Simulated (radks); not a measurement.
Spherical jellium clusters: N electrons in a uniform positive sphere of charge N and radius rs N^(1/3), rs = 4.72 bohr. Method: non-relativistic Kohn-Sham, PBE, spin-polarised, spherical densities; computed with a radial shooting solver with Libxc functionals. Levels are named by radial order and angular momentum (1s, 1p, 1d, 2s, ...), and open shells are averaged over m.

N = 9, configuration 1s2 1p6 1d(up 1, down 0). This is the lowest configuration that the search found. Occupied levels:

level,occupation,eigenvalue (eV),<r> (bohr)
1s up,1,-3.8436,6.644
1s down,1,-3.8024,6.314
1p up,3,-3.0464,7.768
1p down,3,-2.9183,7.591
1d up,1,-2.0146,8.755

Energy (eV): total -16.1322, kinetic 11.662, external -265.91, Hartree 131.63, exchange-correlation -28.213, background 134.70.

Electron density:

r (bohr),n(r) (e/bohr^3)
0.712,0.001331
1.90,0.001650
3.09,0.002147
4.28,0.002625
5.47,0.002847
6.66,0.002632
7.85,0.001991
9.04,0.001187
10.2,0.0005495
11.4,0.0002110
12.6,0.00007458
13.8,0.00002536
15.0,8.403e-06
